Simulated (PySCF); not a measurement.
Job file and geometry (Å, from GFN2-xTB) of an NMR shielding run on SMILES C=C[C@@H](C)[CH2][AlH2], C5H11Al, GIAO PBE0/pcSseg-1 NMR shielding, non-relativistic, gas phase (PySCF); density fitting, a coarse starting grid and PySCF grid level 2 are the driver's defaults:

```
$ OMP_NUM_THREADS=1 python probes_run.py task.json out

{"job": {"kind": "nmr", "xc": "PBE0", "basis": "pcSseg-1"}, "charge": 0, "multiplicity": 1}
C     -0.889202    -1.553858     0.363171
C     -0.809422    -0.715807    -0.671420
C     -0.458041     0.732306    -0.586753
C     -0.770226     1.355975     0.767205
C      1.081560     0.751330    -0.824490
Al     1.625198    -0.842849     0.274354
H     -1.099884    -2.601147     0.216676
H     -0.910162    -1.208340     1.384833
H     -0.892458    -1.109581    -1.677933
H     -0.985029     1.284672    -1.375207
H     -0.577686     2.426138     0.737359
H     -0.121450     0.915934     1.527158
H     -1.811643     1.198344     1.043789
H      1.440477     1.776128    -0.669200
H      1.265997     0.541913    -1.892252
H      2.093793    -2.137779    -0.442694
H      1.811180    -0.801349     1.815493
```

Q: Write the output of this run.

A: 
```
coarse grid: 13880 points
cycle   1  E = -439.0564960323  dE =  4.217e-01  |g| = 4.169e-01  |ddm| = 3.517e+00
cycle   2  E = -439.0454854894  dE =  1.101e-02  |g| = 4.703e-01  |ddm| = 7.843e-01
cycle   3  E = -439.1038709854  dE = -5.839e-02  |g| = 5.540e-02  |ddm| = 4.747e-01
cycle   4  E = -439.1045058770  dE = -6.349e-04  |g| = 2.849e-02  |ddm| = 7.999e-02
cycle   5  E = -439.1046970518  dE = -1.912e-04  |g| = 7.928e-03  |ddm| = 2.881e-02
cycle   6  E = -439.1047116479  dE = -1.460e-05  |g| = 2.442e-03  |ddm| = 8.417e-03
cycle   7  E = -439.1047132225  dE = -1.575e-06  |g| = 3.493e-04  |ddm| = 2.494e-03
final grid: 127024 points
cycle   8  E = -439.1409920674  dE = -3.762e-05  |g| = 7.928e-03  |ddm| = 3.264e-02
cycle   9  E = -439.1409840539  dE =  8.014e-06  |g| = 9.655e-03  |ddm| = 1.596e-02
cycle  10  E = -439.1410086801  dE = -2.463e-05  |g| = 1.011e-03  |ddm| = 9.372e-03
cycle  11  E = -439.1410089170  dE = -2.368e-07  |g| = 3.128e-04  |ddm| = 1.075e-03
cycle  12  E = -439.1410089412  dE = -2.427e-08  |g| = 6.066e-05  |ddm| = 3.100e-04
cycle  13  E = -439.1410089420  dE = -7.678e-10  |g| = 2.580e-05  |ddm| = 8.084e-05
converged SCF energy = -439.1410089420

GIAO shielding tensors (ppm)
atom      isotropic    diamagn.    paramagn.     s11        s22        s33       span
  0 C       79.967     257.798    -177.831    -22.111     85.485    176.526    198.637
  1 C       15.630     259.733    -244.104   -114.297      5.749    155.437    269.734
  2 C      149.463     248.690     -99.227    139.809    151.015    157.565     17.756
  3 C      164.580     248.884     -84.304    149.497    160.101    184.143     34.646
  4 C      178.083     251.144     -73.061    155.116    183.366    195.766     40.650
  5 Al     361.137     794.187    -433.050    331.962    353.508    397.942     65.979
  6 H       26.648      30.121      -3.473     24.724     25.330     29.890      5.165
  7 H       25.838      32.489      -6.651     22.502     25.006     30.006      7.503
  8 H       24.078      32.785      -8.707     20.891     24.555     26.790      5.899
  9 H       28.792      32.115      -3.323     24.459     26.931     34.985     10.526
 10 H       30.280      30.131       0.149     26.165     28.190     36.485     10.320
 11 H       29.706      31.449      -1.743     26.336     29.138     33.645      7.309
 12 H       30.508      30.521      -0.013     26.554     27.571     37.399     10.844
 13 H       31.162      31.179      -0.018     26.357     29.731     37.397     11.041
 14 H       30.783      31.324      -0.541     26.901     28.045     37.402     10.502
 15 H       27.086      29.009      -1.923     24.065     25.361     31.833      7.768
 16 H       26.811      29.058      -2.247     24.192     25.403     30.838      6.646
```

Size and cost of the density-fitted run: 164 basis functions, 19 s wall time on 1 thread of an Arm Neoverse V1, shared host; peak memory 0.75 GiB.
